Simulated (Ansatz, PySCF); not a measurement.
Caution: the restricted solution is unstable towards spin-unrestricted or complex orbitals, so a lower solution exists and this singlet may not be the ground state. This singlet lies 0.28 eV below the relaxed triplet at the level composite: frozen-core CCSD(T) with HF/cc-pVQZ and the correlation energy extrapolated as X^-3 from cc-pVTZ and cc-pVQZ, plus CCSDT(Q) minus CCSD(T) in cc-pVDZ // PBE0-D3(BJ)/def2-TZVP (Ansatz, a program for electronic structure); other levels give the other order.

Z-matrix (Å, degrees):
```
C
H 1 1.1117
Cl 1 1.6816 2 102.35
```
Charge 0, multiplicity 1.

Q: What total energy, LUMO and HOMO–LUMO gap does PBE0-D3(BJ)/def2-TZVP in PySCF give?

A: 
| Item | Result |
|---|---|
| total energy | -13567.42 eV |
| LUMO | -3.25 eV |
| HOMO–LUMO gap | 3.75 eV |
